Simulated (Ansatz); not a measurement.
BH3Se3, SMILES `[SeH]B([SeH])[SeH]`. Total charge 0; spin multiplicity 1.

Z-matrix (Å, degrees):
```
B
Se 1 1.943
Se 1 1.933 2 118.6
Se 1 1.937 2 115.3 3 180.0
H 2 1.469 1 95.8 3 0.0
H 3 1.469 1 97.2 2 -180.0
H 4 1.467 1 96.2 2 180.0
```

(1) List the harmonic frequencies (cm⁻¹, unscaled) at PBE0-D4/def2-TZVP in Ansatz. (An estimate is asked.)

(2) Is this a minimum?

(3) Give the ideal-gas thermochemistry at 298.15 K and 1 bar (rigid rotor, harmonic oscillator; point group Cs, symmetry number 1).

Results:

(1) The calculation gave: 110, 122, 138, 260, 287, 330, 367, 643, 709, 721, 906, 928, 2434, 2439, 2448.

(2) Yes, all 15 modes are real.

(3) Zero-point energy 76.8 kJ/mol; H(298) − E = 97.7 kJ/mol; entropy 371.9 J/(mol·K), of which translation 177.8, rotation 127.7, vibration 66.5; G(298) − E = -13.2 kJ/mol.
